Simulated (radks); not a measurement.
Task: All-electron atom: Cu2+ in [Ar] 3d9 (the NIST ground configuration). All-electron calculation, non-relativistic Kohn-Sham, revPBE, spin-unpolarised, spherical densities, point nucleus. Program: a radial shooting solver on a logarithmic mesh with Libxc functionals. Some entries of the table are withheld. Estimate them.

| orbital | occ. | eigenvalue (eV) | <r> (bohr) |
|---|---|---|---|
| 1s | 2 | -8772.779 | (1) |
| 2s | 2 | -1065.686 | 0.2386 |
| 2p | 6 | (2) | 0.2078 |
| 3s | 2 | (3) | 0.7200 |
| 3p | 6 | -96.5240 | 0.7494 |
| 3d | 9 | -29.7130 | (4) |
| 4s | 0 | -21.8090 | (5) |
| 4p | 0 | -15.1969 | 2.809 |

Result: 
(1) 1s <r> (bohr): 0.05290
(2) 2p eigenvalue (eV): -937.2305
(3) 3s eigenvalue (eV): -136.5256
(4) 3d <r> (bohr): 0.9171
(5) 4s <r> (bohr): 2.330
